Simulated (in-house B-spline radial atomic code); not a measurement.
Removal energies of one electron outside the [Ar] 3d10 4s2 4p6 core along the 37-electron series, with the parts due to correlation (partial-wave tail included) and to Breit and QED terms, both contained in the total; recoil is left out. Computed with a B-spline radial code for spherical atoms: frozen-core Dirac-Hartree-Fock with a screened correlation potential.

| ion | Z | removal energy of 4d3/2 (eV) | correlation part of 4d3/2 (eV) | Breit and QED part of 4d3/2 (eV) | removal energy of 4d5/2 (eV) | correlation part of 4d5/2 (eV) | Breit and QED part of 4d5/2 (eV) |
| --- | --- | --- | --- | --- | --- | --- | --- |
| Pd9+ | 46 | 161.64 | 2.0476 | -0.011692 | 160.82 | 2.017 | 0.016419 |
| Ag10+ | 47 | 189.52 | 2.1052 | -0.019349 | 188.52 | 2.0736 | 0.013547 |
| Cd11+ | 48 | 219.23 | 2.1586 | -0.028307 | 218.04 | 2.1259 | 0.0097637 |
| In12+ | 49 | 250.76 | 2.2084 | -0.038624 | 249.36 | 2.1746 | 0.0050265 |
| Sn13+ | 50 | 284.11 | 2.2552 | -0.050358 | 282.48 | 2.2201 | -0.00070831 |
| Sb14+ | 51 | 319.27 | 2.2992 | -0.063571 | 317.37 | 2.2629 | -0.0074848 |
| Te15+ | 52 | 356.22 | 2.3409 | -0.078326 | 354.03 | 2.3031 | -0.015351 |
| I16+ | 53 | 394.96 | 2.3805 | -0.094683 | 392.46 | 2.3413 | -0.024351 |
